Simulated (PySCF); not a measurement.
SMILES c1csc2ccsc21 (C6H4S2), CAM-B3LYP/def2-SVP optimised geometry.

```
12

C     -0.75     2.16     0.00
C     -1.50     1.03     0.00
C     -0.68    -0.14     0.00
S     -0.96    -1.85     0.00
C      0.75    -2.16     0.00
C      1.50    -1.03     0.00
C      0.68     0.14     0.00
S      0.96     1.85     0.00
H     -1.10     3.19     0.00
H     -2.59     1.02     0.00
H      1.10    -3.19     0.00
H      2.59    -1.03     0.00
```

Density from CAM-B3LYP/def2-TZVP run with PySCF 2.14.0 at that geometry.

Minimum of the electron density along straight lines between bonded atoms, close to the bond critical point (lines longer than 1.1 times the sum of covalent radii, or with two minima, are not listed):

| bond | length / Å | ρ at the minimum / e bohr⁻³ | ∇²ρ there / e bohr⁻⁵ | position (fraction from the first atom) |
|---|---|---|---|---|
| C1–C2 | 1.363 | 0.333 | -0.97 | 0.51 |
| C2–C3 | 1.427 | 0.294 | -0.82 | 0.49 |
| C3–S4 | 1.731 | 0.213 | -0.45 | 0.49 |
| S4–C5 | 1.735 | 0.213 | -0.44 | 0.52 |
| C5–C6 | 1.363 | 0.333 | -0.97 | 0.51 |
| C3–C7 | 1.387 | 0.323 | -0.92 | 0.50 |
| C6–C7 | 1.427 | 0.294 | -0.82 | 0.49 |
| C1–S8 | 1.735 | 0.213 | -0.44 | 0.48 |
| C7–S8 | 1.731 | 0.213 | -0.45 | 0.49 |
| C1–H9 | 1.089 | 0.282 | -1.00 | 0.66 |
| C2–H10 | 1.090 | 0.281 | -1.00 | 0.65 |
| C5–H11 | 1.089 | 0.282 | -1.00 | 0.66 |
| C6–H12 | 1.090 | 0.281 | -1.00 | 0.65 |
